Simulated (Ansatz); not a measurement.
Zr₄⁺. The state is a doublet with charge 1. Geometry relaxed at r2SCAN-D4/def2-SVP.

Cartesian coordinates in Å:
```
Zr 0.3151 -1.0688 -1.2862
Zr -0.4800 -0.9149 1.3430
Zr -1.2199 1.0886 -0.4279
Zr 1.3847 0.8951 0.3711
```

In the def2 sets Zr takes a core potential; there is no spin–orbit coupling. The charge 1 doublet is spin-contaminated (final ⟨S²⟩ up to 2.79, 0.75 for a pure state). The relaxation made no stability test and no search for a lower SCF solution. The geometry of the doublet was relaxed on an unsound state (⟨S²⟩ 2.79, where a pure state has 0.75). At PBE0-D4/def2-TZVP a quartet of charge 1 lies 0.16 eV below the doublet, each at its own geometry. That quartet is doubtful there (⟨S²⟩ 4.79, where a pure state has 3.75). The structure comes from a short search, and lower isomers may exist.

(1) Estimate the harmonic wavenumbers at UKS r2SCAN-D4/def2-SVP (Ansatz, unscaled). Is this a minimum?

Answers

(1) 105, 135, 193, 203, 204, 265 cm⁻¹. Yes, no mode is imaginary beyond noise. Zero-point energy 6.6 kJ/mol. It took 2.8 min on 4 threads of Arm Neoverse V1 on a shared host.
